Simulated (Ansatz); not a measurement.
The cluster Si₇⁻, 7 atoms. Hardware: 4 threads of Arm Neoverse V2 on a shared host.

Correlated methods freeze 35 core orbitals. In CCSD on the charge -1 quartet the largest single amplitude is 0.19, so its Hartree–Fock determinant may place the open shell otherwise than the density functionals do.

Q: How many basis functions does each of these Ansatz runs have, and roughly what does it cost? PBE with 15 % exact exchange/def2-SVPD, charge -1 doublet, energy, from earlier orbitals; MP2/def2-TZVPD, charge -1 doublet, energy, from earlier orbitals; MP2/def2-TZVPD, charge -1 quartet, energy, from earlier orbitals; PBE with 15 % exact exchange/def2-SVPD, charge -1 quartet, energy, from earlier orbitals; CCSD(T)/def2-SVPD, charge -1 quartet, energy, from earlier orbitals; PBE with 40 % exact exchange/def2-SVPD, charge -1 quartet, energy, from earlier orbitals; RPA@PBE/def2-TZVPD, charge -1 doublet, energy, from earlier orbitals; PBE0-D4/def2-TZVPD, charge -1 quartet, energy, from earlier orbitals; PBE-D4/def2-SVPD, charge -1 quartet, relaxation, 11 steps; PBE0-D4/def2-SVP, charge -1 doublet, energy with a search over starts; PBE with 10 % exact exchange/def2-SVPD, charge -1 quartet, energy, from earlier orbitals; PBE with 10 % exact exchange/def2-SVPD, charge -1 doublet, energy, from earlier orbitals.

A: Other jobs shared the machine, so times can vary by a factor of up to 3. A dash marks memory too small to be measured apart from the calling script's.

| run | functions | fitting or Cholesky vectors | wall time | peak host memory (GiB) |
| --- | --- | --- | --- | --- |
| PBE with 10 % exact exchange/def2-SVPD, charge -1 quartet, energy, from earlier orbitals | 168 | 1610 | 8.5 s | 0.78 |
| PBE with 10 % exact exchange/def2-SVPD, charge -1 doublet, energy, from earlier orbitals | 168 | 1610 | 8.5 s | 0.78 |
| PBE with 15 % exact exchange/def2-SVPD, charge -1 quartet, energy, from earlier orbitals | 168 | 1610 | 8.5 s | 0.78 |
| PBE with 15 % exact exchange/def2-SVPD, charge -1 doublet, energy, from earlier orbitals | 168 | 1610 | 9 s | 0.78 |
| PBE with 40 % exact exchange/def2-SVPD, charge -1 quartet, energy, from earlier orbitals | 168 | 1610 | 9.5 s | 0.78 |
| PBE0-D4/def2-SVP, charge -1 doublet, energy with a search over starts | 126 | 1162 | 10 s | – |
| RPA@PBE/def2-TZVPD, charge -1 doublet, energy, from earlier orbitals | 301 | 1836 | 17 s | 1.2 |
| PBE0-D4/def2-TZVPD, charge -1 quartet, energy, from earlier orbitals | 301 | 1840 | 20 s | 1.5 |
| MP2/def2-TZVPD, charge -1 doublet, energy, from earlier orbitals | 301 | 1836 | 21 s | 1.5 |
| MP2/def2-TZVPD, charge -1 quartet, energy, from earlier orbitals | 301 | 1840 | 21 s | 1.5 |
| PBE-D4/def2-SVPD, charge -1 quartet, relaxation, 11 steps | 168 | 1596 | 40 s | – |
| CCSD(T)/def2-SVPD, charge -1 quartet, energy, from earlier orbitals | 168 | 1610 | 81 s | 2.6 |
